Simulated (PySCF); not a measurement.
A PySCF script (with the pyscf-properties extension) for the NMR shieldings of `InChI=1S/C2H4FPSi/c3-1-2(5)4-1/h4H,5H3/p+1`, on a GFN2-xTB geometry:

```python
import basis_set_exchange as bse
import numpy as np
from pyscf import gto, dft
from pyscf.prop import nmr

atoms = """
F    -1.622501   -2.348419   -0.292321
C    -1.029245   -1.236743   -0.138762
C    -0.142495   -0.343246   -0.037547
Si    1.749333    0.165360   -0.102463
P    -1.943160    0.500087    0.222184
H     1.784230    1.279007    0.839088
H     1.877846    0.543196   -1.504347
H     2.380506   -1.073505    0.326790
H    -1.459514    1.070342    1.394141
H    -1.586117    1.448576   -0.729292
"""
names = dict.fromkeys(["F", "C", "Si", "P", "H"], "pcSseg-1")
basis = {el: gto.basis.parse(bse.get_basis(n, elements=[el], fmt="nwchem")) for el, n in names.items()}
mol = gto.M(atom=atoms, basis=basis, charge=1, verbose=0)
mf = dft.RKS(mol, xc="PBE0")
mf.grids.level = 2
mf.grids.alignment = dft.numint.BLKSIZE   # the property module wants whole blocks of grid points
mf.conv_tol = 1e-9
mf.kernel()

calc = nmr.RKS(mf)   # GIAO
C = mf.mo_coeff
Co = C[:, mf.mo_occ > 0]
resp = mf.gen_response(singlet=True, hermi=2)
def vind(x):   # induced exchange potential for any number of trial vectors
    d = np.einsum("pi,xij,qj->xpq", C, 2 * x.reshape(-1, C.shape[1], Co.shape[1]), Co, optimize=True)
    return np.einsum("xpq,pi,qj->xij", resp(d - d.transpose(0, 2, 1)), C, Co, optimize=True).ravel()
mo1, _ = nmr.rhf.solve_mo1(calc, with_cphf=vind)
sigma = calc.kernel(mo1)
for i, s in enumerate(sigma):   # ppm
    print("%2d %-2s %9.2f" % (i, mol.atom_pure_symbol(i), np.trace(s) / 3))
```

Task: Give the expected output.

Result: 
```
 0 F     316.10
 1 C      49.21
 2 C     131.61
 3 Si    405.48
 4 P     557.15
 5 H      26.81
 6 H      26.51
 7 H      26.24
 8 H      26.85
 9 H      26.79
```

These numbers come from an equivalent density-fitted implementation of the same equations, which agrees with the script to about 0.01 ppm for H and up to a few tenths of a ppm for heavy atoms, so last digits may differ.

Task: Turn these shieldings into chemical shifts. Chemical shifts δ = σref − σ; ¹⁹F (σref 170.95) against CFCl3; TMS for ¹³C (σref 186.93), ²⁹Si (σref 349.16), ¹H (σref 31.72); ³¹P (σref 318.38) against H3PO4, all at this level.

Result: Averaging equivalent atoms: F 0: -145.2; C 1: 137.7; C 2: 55.3; Si 3: -56.3; P 4: -238.8; H 5/6/7: 5.20; H 8/9: 4.89 ppm. Unscaled 19F shifts against computed CFCl3 carry errors that often reach 10 to 50 ppm. Experimental scales use liquid or dissolved standards, which lie at an offset from isolated H3PO4.

Size and cost of the density-fitted run: 124 basis functions, 9.6 s wall time on 1 thread of an Intel Xeon Platinum 8488C, shared host; peak memory 0.59 GiB.
